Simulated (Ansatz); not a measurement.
Cost and result up the ladder for Hg₅Te₅H₁₈ (28 atoms). Charge 0, multiplicity 1. Geometry: PBE-D4/def2-SVP.

```xyz
28

Hg    2.0195    4.2401   -0.2842
Hg    1.7081   -0.1718    6.0389
Hg    1.7909    2.3405   -3.6208
Hg   -1.8923   -4.1961   -4.2700
Hg   -2.0607    0.3687    0.5738
Te    0.3641    1.0155   -0.5401
Te   -0.5525   -1.0793    3.2992
Te    1.5445    2.0273    2.8265
Te   -2.0138   -2.7419   -0.9099
Te   -0.8003   -0.5024   -3.7092
H     3.4231    3.5416   -0.8672
H     0.6282    4.9729    0.2803
H     3.0366   -0.6953    5.1733
H     0.4118    0.3655    6.9394
H     2.8877    1.1458   -4.0073
H     0.7125    3.5692   -3.2562
H    -0.2276   -4.3102   -4.2044
H    -3.5533   -4.1009   -4.3826
H    -3.6233    0.3347    1.1330
H     1.0506   -0.4607   -0.1172
H     0.7305   -1.6098    2.3566
H    -1.2640   -2.6156    3.1582
H     1.7933    2.6772    4.3778
H     0.0966    2.8701    2.7264
H    -0.3431   -2.8067   -0.7666
H    -2.1511   -3.6834    0.4976
H    -1.6220   -0.9945   -5.1153
H    -2.0939    0.4993   -3.3302
```

Ansatz on 2 threads of AMD EPYC 7R13 on a shared host and a share (18 GiB) of an NVIDIA H100 80GB HBM3. Times are rough, and most runs start from the orbitals of an earlier one. ωB97X-V/def2-TZVP serves as the yardstick here, not as an exact answer. Differences are given only for rows in sets of like size (and for xTB, whose basis is part of the method), since another set adds its own error. Binding counts from free atoms at the same level (Hg singlet, Te triplet, H doublet; other spins of the atoms weren't run), without zero-point energy or a counterpoise term.

In the def2 sets Hg, Te take a core potential; there is no spin–orbit coupling. HSE06 is defined as in plane-wave codes, on full-range PBE exchange. Correlated methods freeze 20 core orbitals; core or outer-core shells of Hg, Te are correlated, in sets that lack core-valence functions. Single mean-field runs in def2-TZVP are fitted with def2-universal-jkfit. In the singlet geometry the species has come apart into loosely held pieces.

Correlated methods converge slowly with the basis.

```csv
level,functions,wall time
PBE-D4/def2-SVP,380,7.5 s
HSE06-D4/def2-TZVP,573,8.5 s
PBE0-D4/def2-SVP,380,8.5 s
MP2/def2-TZVP,573,8.5 s
r2SCANh-D4/def2-TZVP,573,9.5 s
PBE0-D4/def2-TZVP,573,11 s
PBE-D4/def2-TZVP (with forces),573,11 s
r2SCAN-D4/def2-TZVP (with forces),573,12 s
ωB97X-V/def2-TZVP,573,12 s
```

Q: Estimate what each level gives for the binding energy per atom (eV).

A: 
| level | binding energy per atom (eV) | difference from ωB97X-V/def2-TZVP (eV) |
| --- | --- | --- |
| PBE-D4/def2-SVP | 1.66 | – |
| HSE06-D4/def2-TZVP | 1.68 | -0.05 |
| PBE0-D4/def2-SVP | 1.63 | – |
| MP2/def2-TZVP | 1.52 | -0.22 |
| r2SCANh-D4/def2-TZVP | 1.70 | -0.03 |
| PBE0-D4/def2-TZVP | 1.68 | -0.05 |
| PBE-D4/def2-TZVP (with forces) | 1.70 | -0.03 |
| r2SCAN-D4/def2-TZVP (with forces) | 1.71 | -0.03 |
| ωB97X-V/def2-TZVP | 1.73 | 0.00 |
